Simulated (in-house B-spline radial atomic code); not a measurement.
Computed with a B-spline radial atomic code. Model: two electrons, singlet ground state, non-relativistic, full CI in B-splines with partial waves to l = 8 (at full coupling up to 3e-4 hartree above the limit, correlation up to 0.6 % small), density held at that of full coupling by Lieb maximisation.

Along the adiabatic connection the electron repulsion is scaled by a coupling λ while a local potential keeps the density fixed. At λ = 0 the system is the Kohn-Sham one and W equals the exchange energy; the exchange-correlation energy is the area under W between 0 and 1. The kinetic energy rises with λ as the electrons avoid each other, with dT/dλ = −λ dW/dλ.

Command:
```bash
python run_ac.py task.json out
```
Settings (lengths in bohr, energies in hartree):
```
potential              yukawa
strength               1.94
lmax                   8
second                 0.0497
```

Run time, properties included: 33 s on 1 thread of Intel(R) Xeon(R) Processor @ 2.30GHz, with other jobs on the host.

**W = mean repulsion less Hartree energy, and W of three functionals.**

Given: confinement screened point charge; nuclear charge 1.94; screening of the nucleus 0.0497 1/bohr; external potential -Z exp(-k r)/r.

Computed: PBE exchange minus exact 10.45 millihartree; SCAN exchange minus exact -5.3115 millihartree.

| coupling | W xc (hartree) | W xc minus exchange (millihartree) | kinetic minus Kohn-Sham (millihartree) | LDA (PW92) W minus its exchange (millihartree) | PBE W minus its exchange (millihartree) | SCAN W minus its exchange (millihartree) |
| --- | --- | --- | --- | --- | --- | --- |
| 0 | -0.98569 | 0 | 0 | 0 | 0 | 0 |
| 0.02 | -0.98762 | -1.927 | 0.02 | -11.75 | -1.76 | -1.82 |
| 0.05 | -0.99048 | -4.784 | 0.12 | -23.98 | -4.42 | -4.47 |
| 0.12 | -0.99699 | -11.297 | 0.67 | -45.71 | -10.67 | -10.44 |
| 0.25 | -1.0085 | -22.852 | 2.8 | -75.91 | -22.06 | -20.86 |
| 0.4 | -1.0211 | -35.377 | 6.86 | -103.03 | -34.65 | -32.01 |
| 0.6 | -1.0366 | -50.858 | 14.58 | -132.24 | -50.43 | -45.68 |
| 0.8 | -1.0508 | -65.091 | 24.52 | -156.47 | -65.08 | -58.2 |
| 1 | ? | ? | ? | ? | ? | ? |
| 1.4 | -1.0873 | -101.59 | 64.25 | -212.05 | -103.13 | -90.46 |
| 2 | -1.1165 | -130.84 | 113.67 | -252.77 | -134.21 | -116.74 |
| 3 | -1.154 | -168.35 | 206.46 | -302.85 | -175.26 | -151.44 |
| 4.5 | -1.1935 | -207.8 | 352.43 | -355.21 | -220.67 | -189.6 |
| 7 | ? | ? | ? | ? | ? | ? |
| 10 | -1.2655 | -279.82 | 842.26 | -457.02 | -313.68 | -264.04 |

(1) What belongs in the row 1?

(2) What belongs in the row 7?

(3) What is the LDA exchange minus exact?

**Energy parts, natural occupations and partial-wave weights.**

Computed: exchange energy -0.98569 hartree; correlation energy -0.041897 hartree; kinetic part of the DFT correlation energy 0.036318 hartree; initial slope twice GL2 -0.096793 hartree; kinetic part over minus potential part 0.46434; Kohn-Sham kinetic 2.6637 hartree; Lieb Oxford ratio E_xc over LDA exchange 1.2088.

```json
{"natural": "s", "occupation of the shell (electrons)": "1.9828"}
{"natural": "s", "occupation of the shell (electrons)": "0.0082685"}
{"natural": "p", "occupation of the shell (electrons)": "?"}
{"natural": "d", "occupation of the shell (electrons)": "0.00033659"}
{"natural": "p", "occupation of the shell (electrons)": "0.00025742"}
{"natural": "s", "occupation of the shell (electrons)": "0.00013292"}
```

(4) What belongs in the row p?

```tsv
wave	weight
s	0.99559
p	0.0041861
d	?
f	2.5524e-05
g	5.8245e-06
```

(5) What belongs in the row d?

(6) What is the total energy?

(7) What is the Hartree energy?

Results:

(1) W xc (hartree): -1.0639; W xc minus exchange (millihartree): -78.215; kinetic minus Kohn-Sham (millihartree): 36.32; LDA (PW92) W minus its exchange (millihartree): -177.32; PBE W minus its exchange (millihartree): -78.68; SCAN W minus its exchange (millihartree): -69.76.

(2) W xc (hartree): -1.2351; W xc minus exchange (millihartree): -249.36; kinetic minus Kohn-Sham (millihartree): 586.95; LDA (PW92) W minus its exchange (millihartree): -412.4; PBE W minus its exchange (millihartree): -272.33; SCAN W minus its exchange (millihartree): -231.94.

(3) 135.58 millihartree.

(4) occupation of the shell (electrons): 0.0080905.

(5) weight: 0.00018808.

(6) -2.5163 hartree.

(7) 1.9714 hartree.

Half-way to full coupling W has made 55 % of its drop, against 50 % for a straight line, and second-order (GL2) theory, half the initial slope, overshoots the correlation energy by about 16 %: a moderate bend, as in light atoms. Over couplings 0 to 1 the errors in E_xc come to about +67 millihartree for LDA, +11 millihartree for PBE, -1.1 millihartree for SCAN, so SCAN is nearest. In LDA and SCAN the errors of exchange and correlation have opposite signs, so the sum is smaller than the larger of the two.
